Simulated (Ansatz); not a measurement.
`[OH2+][Ag-][Br]` at its PBE0-D4/def2-TZVP geometry, where that method's forces vanish. The species carries charge 0 and has multiplicity 1. Ag: def2 effective core potential.

```xyz
5

O    -0.2137   -0.5800   -1.0429
Ag    0.4576    0.3735    0.8623
Br    1.1336    1.4141    2.9079
H    -0.9233   -1.2246   -0.9703
H    -0.4542    0.0171   -1.7570
```

What forces (eV/Å) does PBE-D4/def2-TZVPP give on these atoms in Ansatz 0.2.0? (Best estimate.)

Computed: 
```
O1   0.511 -0.022  0.270
Ag2 -0.031  0.017  0.008
Br3 -0.002 -0.018 -0.029
H4  -0.342 -0.263  0.049
H5  -0.135  0.286 -0.298
```
